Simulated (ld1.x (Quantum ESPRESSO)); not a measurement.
## Transferability test, RRKJ potential for S (Z = 16)

- Element: sulfur
- Generator: ld1.x (Quantum ESPRESSO) 7.5
- Type: norm-conserving RRKJ (Kleinman–Bylander form)
- Functional: LDA (PZ)
- Relativity: non-relativistic
- Frozen core: [He]
- Valence charge: 14
- Reference configuration: 2s2 2p6 3s2 3p4
- Partial waves: 2p (bound): rc 0.40 bohr; 2s (bound): rc 0.55 bohr
- Local potential: the s channel
- Core correction: none
- rho0: 0.02

Occupied shells without a wave of their own: 3p, 3s. They enter only through the test configuration that unscreens the potential.

Energies are relative to the spin-unpolarised reference configuration 2s2 2p6 3s2 3p4; without spin polarisation the order of configurations can differ from experiment. Spin-polarised rows fill each open shell by Hund’s rule, majority spin first.

```csv
valence configuration,charge,ΔE all-electron (eV),error AE − PS (meV)
2s2 2p6 3s2 3p3,+1,11.876,-64
2s2 2p6 3s2 3p2,+2,34.262,-163
2s2 2p6 3s2 3p1,+3,68.428,-297
2s2 2p6 3s1 3p4,+1,22.534,-312
2s2 2p6 3s0 3p6,0,20.342,-466
2s1 2p6 3s2 3p4,+1,225.135,+73
2s2 2p6 3s2 3p0,+4,115.414,-466
2s2 2p6 3s2 3p4 (spin-polarised),0,-0.706,+3.4
2s2 2p6 3s2 3p3 (spin-polarised),+1,9.912,-54
```

The 3p, 3s levels have no wave, so the channel is fitted at the deeper level alone: the likely source of the large errors.

A Bessel basis up to 400 Ry misses an occupied level by 0.23 Ry, so cutoffs and ghosts were not judged. The potential misses its own reference levels by up to 0.3 eV.
